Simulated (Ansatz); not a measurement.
Geometry optimisation, Ansatz 0.2.0, RKS LDA/def2-SVP.

input.yaml

```yaml
crystal:
  periodic: [false, false, false]
  atoms:
    - { symbol: "N", position_ang: [-1.18446, 0.95837, -0.49419] }
    - { symbol: "N", position_ang: [-0.04663, 0.19037, -0.02346] }
    - { symbol: Si, position_ang: [-0.208, -0.43679, 1.58758] }
    - { symbol: Si, position_ang: [0.93015, -0.44227, -1.31604] }
    - { symbol: H, position_ang: [-2.00923, 0.59192, -0.0219] }
    - { symbol: H, position_ang: [-1.29472, 0.74418, -1.48542] }
    - { symbol: H, position_ang: [1.09221, -1.01261, 1.90417] }
    - { symbol: H, position_ang: [-1.28937, -1.41569, 1.72838] }
    - { symbol: H, position_ang: [-0.52062, 0.73929, 2.41419] }
    - { symbol: H, position_ang: [1.30826, 0.73532, -2.11086] }
    - { symbol: H, position_ang: [0.20545, -1.38487, -2.17173] }
    - { symbol: H, position_ang: [2.07859, -1.05736, -0.66316] }
basis:
  gaussian: { orbitals: def2-SVP }
hamiltonian:
  xc: lda
relax:
  f_tol: 0.015
  max_steps: 40
output:
  orbitals: {}
```

Launched with:

```bash
$ ansatz run input.yaml --threads 2 --pin off --max-ram 3072MiB --backend cpu --events-out ev --progress --plain --runs-dir out
```

Task: Where does it end, and by what steps?

Result: The run converged. The force dipped under the threshold on the way, but the program's further checks kept it going. After 13 steps the energy has fallen by 0.607 eV; H5 moved furthest, 1.18 Å.

```
step  energy less start (eV)  largest force component (eV/Å)  accepted
   0                  0.0000                           1.088       yes
   1                 -0.1910                           0.511       yes
   2                 -0.2418                           0.537       yes
   3                 -0.3169                           0.521       yes
   4                 -0.4069                           0.508       yes
   5                 -0.4970                           0.495       yes
   6                 -0.5659                           0.369       yes
   7                 -0.6008                           0.088       yes
   8                 -0.5959                           0.334        no
   9                 -0.6049                           0.026       yes
  10                 -0.6052                           0.095       yes
  11                 -0.6063                           0.082       yes
  12                 -0.6068                           0.005       yes
  13                 -0.6068                           0.008       yes
```

```xyz
12
Properties=species:S:1:pos:R:3
N -1.421 0.604 -0.411
N -0.232 -0.066 -0.054
Si -0.173 -0.338 1.666
Si 0.888 -0.479 -1.322
H -1.989 0.038 -1.062
H -1.220 1.513 -0.857
H 1.125 -1.053 1.952
H -1.328 -1.189 2.129
H -0.211 0.961 2.430
H 1.327 0.768 -2.057
H 0.218 -1.370 -2.344
H 2.078 -1.177 -0.723
```

Whether the end is a true minimum wasn't checked by a vibrational analysis.

The run took 16 s on 2 threads of Arm Neoverse V2 (shared host), peak memory 0.14 GiB.
